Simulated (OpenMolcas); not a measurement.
## Mo4+: CASPT2 settings compared

| Quantity | Value |
| --- | --- |
| Program | OpenMolcas 26.06 |
| Basis | ANO-R2 [7s5p4d2f1g] |
| Scalar Hamiltonian | X2C, finite nucleus |
| Active space | 2 electrons in 10 orbitals (4d 5d) |
| State averaging | 2S+1 = 3 even, 10 roots; 2S+1 = 1 even, 15 roots kept (CI in the orbitals of an earlier block) |
| Spin-orbit coupling | RASSI with atomic mean-field integrals over the reference wave functions, term energies averaged over their components |

Methods on the same reference wave functions:
A. CASSCF
B. SS-CASPT2, IPEA 0.2 Eh, imaginary shift 0.4 Eh (closed shells correlated: 4s 4p)
C. SS-CASPT2, IPEA 0.15 Eh, sigma2 regulariser 0.3 Eh (closed shells correlated: 4s 4p)
D. SS-CASPT2, IPEA 0.5 Eh, sigma2 regulariser 0.3 Eh (closed shells correlated: none)

Energies in cm⁻¹ above 4d² ³F₂, the measured ground level; measured values from Sugar and Musgrove, J. Phys. Chem. Ref. Data 17, 155 (1988).

| Level | A | B | C | D | Measured |
| --- | --- | --- | --- | --- | --- |
| 4d² ³F₂ | 0.0 | 0.0 | 0.0 | 0.0 | 0.0 |
| 4d² ³F₃ | 1533 | 1572 | 1573 | 1562 | 1578 |
| 4d² ³F₄ | 3318 | 3350 | 3350 | 3340 | 3357 |
| 4d² ¹D₂ | 12559 | 10110 | 10040 | 10650 | 10190 |
| 4d² ³P₀ | 13653 | 11630 | 11580 | 12260 | 11161 |
| 4d² ³P₁ | 14261 | 12260 | 12210 | 12900 | 11807 |
| 4d² ³P₂ | 15819 | 13720 | 13670 | 14340 | 13408 |
| 4d² ¹G₄ | 19005 | 16820 | 16840 | 18210 | 16354 |
| 4d² ¹S₀ | 44025 | 38100 | 38110 | 36830 | 37738 |

Deviations, from unrounded energies. A percentage is the sum of absolute deviations over the sum of measured energies, with the sign that they share, or ± where signs differ.

| Against measurement | Levels | A | B | C | D |
| --- | --- | --- | --- | --- | --- |
| mean absolute deviation (cm-1) | 8 | 2300 | 270 | 260 | 800 |
| fine structure of the ground term (%) | 2 | -1.7 | -0.3 | -0.2 | -0.6 |
| other terms of the ground configuration (%) | 6 | +18.5 | ±2.1 | ±2.1 | ±6.3 |

B, C lie about equally close to measurement and A furthest from it. The largest miss of C in the table is 4d² ¹G₄, by +490 cm-1. The ranking rests on the paired levels alone, and a cruder setting can come out closer through cancelling errors.

Among B to D the level of the table that moves most is 4d² ¹G₄, by 1400 cm-1 (lowest in B, highest in D). Moves below CASPT2's spread within the term are not significant.

The mean deviations of B to D differ by less than CASPT2's widest spread within a term (630 cm-1), so their order carries little weight.

From A to B the spin-free energies of the other terms of 4d² shown, above ³F, scale by factors of 0.76 to 0.87, as is usual when dynamic correlation screens the repulsion within a d or f shell.

The lowest spin-free term lies below A's lowest term by 0.249 hartree in B, 0.250 hartree in C, 0.004 hartree in D.

CASPT2 breaks the degeneracy within a term, and the mean is taken; among the terms shown or strongly mixed into the levels shown the widest spread is 630 cm-1 (4d² ³F, C). Terms from blocks run as CI alone lack orbitals of their own. Active for correlation alone: 5d; no level in the range computed is led by a configuration that fills it, so any true level of that kind is missing. Without dynamic correlation excited terms often stand tens of per cent too high (terms of higher spin than the ground term too low), and those without a measured partner can miss by more than the paired ones (holds for A). Computed and measured levels are paired by configuration, term and J; levels that our copy of the source lacks, or whose pairing is in doubt (as where it misses far off the trend of its configuration), stay unpaired and out of the deviations. Levels of configurations outside the active space are missing.
